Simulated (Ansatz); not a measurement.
Coupled-cluster diagnostics for the cluster Pb2O2 (the lowest singlet isomer of a short search), Ansatz.

Geometry of the singlet (PBE0-D4/def2-SVP):

```
atom   x (Å)   y (Å)   z (Å)
 Pb1  -0.820  -0.732  -1.172
 Pb2   0.820   0.732   1.172
  O3  -0.426  -0.966   0.901
  O4   0.426   0.966  -0.901
```

In the def2 sets Pb takes a core potential; there is no spin–orbit coupling. Correlated methods freeze 10 core orbitals; core or outer-core shells of Pb are correlated, in sets that lack core-valence functions. The structure comes from a short search, and lower isomers may exist.

Geometry of the charge 0 triplet (PBE0-D4/def2-SVP):

```xyz
4

Pb    0.2766    1.6727   -0.6635
Pb   -0.2768   -1.6725    0.6638
O    -0.9080   -0.1472   -0.7496
O     0.9083    0.1470    0.7493
```

Geometry of the charge 0 quintet (PBE0-D4/def2-SVP):

```tsv
atom	x (Å)	y (Å)	z (Å)
Pb1	0.024	1.518	1.048
Pb2	-0.024	-1.518	-1.048
O3	1.335	-0.393	0.539
O4	-1.335	0.393	-0.539
```

(1) Estimate the CCSD(T) correlation energy, the shares of MP2 and (T), T1 and the reference's ⟨S²⟩ for: charge 0, singlet, own geometry in def2-TZVPP; charge 0, triplet, own geometry in def2-TZVPP; charge 0, quintet, own geometry in def2-TZVPP; charge 1, doublet, vertical in def2-TZVPP; and the rough time on 4 threads of Arm Neoverse V1 on a shared host.

## Answers

(1) 
```json
{"state": "charge 0, singlet, own geometry", "basis": "def2-TZVPP", "correlation (eV)": "-34.182", "MP2 share (%)": "103.0", "(T) share (%)": "3.8", "T1": "0.023", "⟨S²⟩ (pure)": "0.00 (0.00)", "wall time": "64 s", "remarks": "large T1"}
{"state": "charge 0, triplet, own geometry", "basis": "def2-TZVPP", "correlation (eV)": "-33.333", "MP2 share (%)": "100.1", "(T) share (%)": "3.9", "T1": "0.064", "⟨S²⟩ (pure)": "2.09 (2.00)", "wall time": "6.1 min", "remarks": "large T1"}
{"state": "charge 0, quintet, own geometry", "basis": "def2-TZVPP", "correlation (eV)": "-30.567", "MP2 share (%)": "100.1", "(T) share (%)": "2.7", "T1": "0.016", "⟨S²⟩ (pure)": "6.05 (6.00)", "wall time": "48 s", "remarks": "–"}
{"state": "charge 1, doublet, vertical", "basis": "def2-TZVPP", "correlation (eV)": "-32.750", "MP2 share (%)": "101.0", "(T) share (%)": "3.6", "T1": "0.038", "⟨S²⟩ (pure)": "0.86 (0.75)", "wall time": "4.9 min", "remarks": "–"}
```
Customary marks for T1 are 0.02 (closed shells), 0.045 (open shells) and about 0.05 (3d metals). T1 exceeds 0.02 in 3 of 4 rows and 0.045 in 1; the higher it lies, the less the single-reference result can be trusted.
